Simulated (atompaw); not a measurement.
**Before and after: PAW (atompaw) potential for bromine**

```
Element                 : bromine
Generator               : atompaw 4.2.0.5
Type                    : PAW
Functional              : PBE
Relativity              : scalar-relativistic
Frozen core             : [Ar] 3d10
Valence charge          : 7
Reference configuration : 4s2 4p3 (charge +2)
Partial waves           : 4s (bound): rc 1.30 bohr; 4s channel at -1.95 Ry: rc 1.30 bohr; 4p (bound): rc 1.60 bohr; 4p channel at -1.6 Ry: rc 1.60 bohr
Local potential         : troulliermartins scheme with l = 2 at 0.5 Ry, radius 1.55 bohr
Core correction         : smooth core density matched at 0.95 bohr
Augmentation charge     : besselshape compensation charge, radius 1.55 bohr; PAW radius 1.60 bohr; waves and projectors: custom rrkj gramschmidtortho
```

Change: local potential troulliermartins scheme with l = 2 at 0.5 Ry, radius 1.36 bohr.

Cutoffs: the cutoffs (Ry, on a coarse ladder) from which the occupation-weighted sum of valence levels, in a spherical-Bessel basis at the reference potential, stays within 10 and 1 mRy of its value at 400 Ry; they do not see the model core or the augmentation charge, which bear on the density cutoff.

What does the change do?

The potential gets neither clearly harder nor softer (25 Ry and 45 Ry → 25 Ry and 45 Ry); a bound ghost appears in s, which as a rule spoils a file; the range in which the p phases agree widens (upper end 1.9 → at the end of the scan). A state that the projectors do not describe sees the local part alone, so a deeper or shallower local part can create or remove a ghost.

```csv
quantity,base,changed
"cutoff, loose",25 Ry,25 Ry
"cutoff, tight",45 Ry,45 Ry
loose cutoff by channel (10 mRy a level),"s 21 Ry, p 10 Ry","s 18 Ry, p 15 Ry"
bound ghosts,none,s
s: phases at 1.61 bohr within 0.05 rad from the reference energy up to (Ry; the scan ends near 5),to the end of the scan,to the end of the scan
p: phases at 1.61 bohr within 0.05 rad from the reference energy up to (Ry; the scan ends near 5),1.9,to the end of the scan
lowest overlap eigenvalue by channel,"s 0.32, p 0.66","s 0.10, p 0.31"
```

 A true bound ghost makes a file unfit for plane-wave use even where its test errors are small: the radial tests pick states by their node count and pass the ghost by. The cutoffs see the waves, projectors and local potential, not the compensation charge or the core.
